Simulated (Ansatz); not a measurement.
Species: C₆H₁₁, charge -1, multiplicity 1. It need not be the lowest isomer of its formula. Whether it binds its extra electron was not tested at this geometry. SMILES: C/C=C\[CH-]CC
Geometry from a B3LYP-D3(BJ)/def2-TZVP (Ansatz, a quantum-chemistry and plane-wave program) optimisation:
```xyz
17

C      1.9923    -0.0920     0.9623
C      1.2069     0.9019     0.0778
C      0.5929     0.2969    -1.1495
C     -0.5905    -0.4412    -1.1993
C     -1.6246    -0.6922    -0.3064
C     -1.8034    -0.0488     1.0381
H      2.4190     0.3902     1.8564
H      1.3332    -0.8995     1.2883
H      2.8088    -0.5466     0.3919
H      0.4478     1.3713     0.7137
H      1.8984     1.7106    -0.2047
H      1.2526     0.2243    -2.0115
H     -0.7406    -0.9310    -2.1660
H     -2.4748    -1.2559    -0.6779
H     -0.9269    -0.1483     1.6987
H     -2.0117     1.0381     0.9990
H     -2.6475    -0.5009     1.5738
```
Charge -1, spin multiplicity 1.

Parts of the frozen-core correlation energy in aug-cc-pVDZ (Ansatz, hartree). Frozen orbitals: 6; correlated occupied orbitals by spin: 18 and 18; virtual: 213 and 213. Spin-orbit coupling is left out. Non-relativistic.

| term | value |
|---|---|
| reference (HF) | -233.54695 |
| MP2 opposite-spin | -0.68970 |
| MP2 same-spin | -0.21892 |
| CCSD correlation | -0.97386 |
| (T) | -0.03899 |
| T1 diagnostic | 0.014 |
| largest doubles amplitude | 0.032 |
